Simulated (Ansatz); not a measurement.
Wavefunction ladder for `[NH2][Sc]([NH2])[NH2]`

```
atom    x (Å)    y (Å)    z (Å)
  N1  -1.7384   0.8908   0.4001
 Sc2   0.0028   0.0039   0.0009
  N3   0.7862   0.1234  -1.8293
  N4   0.9548  -1.0108   1.4301
  H5  -2.3061   1.4250  -0.2461
  H6  -2.2260   0.8897   1.2875
  H7   1.6561  -0.2898  -2.1422
  H8   0.3875   0.6059  -2.6252
  H9   0.6466  -1.1382   2.3861
 H10   1.8365  -1.5000   1.3380
```

Total charge 0; spin multiplicity 1. Correlated methods include outer-core shells of Sc, which these sets cover unevenly. Scalar relativity is left out up to krypton. Geometry: relaxed with PBE0-D4/def2-TZVP. It is one conformer, not always the lowest. Frozen core, restricted reference, Ansatz 0.2.0.

```csv
basis,HF (Eh),MP2 corr.,CCSD corr.,(T),CCSD(T) total
def2-SVP,-926.48591,-0.73899,?,-0.02138,?
def2-TZVPP,?,?,-0.99196,-0.03915,?
def2-QZVPP,?,-1.04957,–,–,–
```

(1) Fill in the withheld values. (Estimate.)

Answers

(1) Computed: def2-SVP CCSD corr.: -0.78167; def2-SVP CCSD(T) total: -927.28896; def2-TZVPP HF (Eh): -926.79763; def2-TZVPP MP2 corr.: -0.95933; def2-TZVPP CCSD(T) total: -927.82874; def2-QZVPP HF (Eh): -926.81964.
